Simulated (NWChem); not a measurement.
A series in which one site is exchanged, each optimised at PBE0/def2-SVP with NWChem, gas phase unless a solvent is named. Some are not confirmed as minima by frequencies. def2 effective core potentials on I, Au; no spin-orbit coupling.

A: [NH3]->[Au][Cl] (AuNH₃Cl; site = Cl)
B: [NH3]->[Au][I] (AuNH₃I; site = I)
C: [NH3]->[AuH] (AuNH₄; site = H)
D: [NH3]->[Au][F] (AuNH3F; site = F)

Values for A:

```
Quantity                                            Value
--------------------------------------------------  -----
dipole (D), PBE0/def2-SVP                            8.77
orbital gap (eV), PBE0/def2-SVP                      6.15
static polarisability, PBE/def2-SVPD (bohr³)         61.3
lowest singlet excitation, PBE/def2-SVPD, TDA (eV)   3.97
```

Task: How do these values change for the other members?

Result: 
```tsv
change from A	B	C	D
dipole (D), PBE0/def2-SVP	+0.07	-2.58	-0.18
orbital gap (eV), PBE0/def2-SVP	-0.85	+0.38	+0.60
static polarisability, PBE/def2-SVPD (bohr³)	+25.7	-10.0	-15.7
lowest singlet excitation, PBE/def2-SVPD, TDA (eV)	-0.59	+0.64	+0.31
```
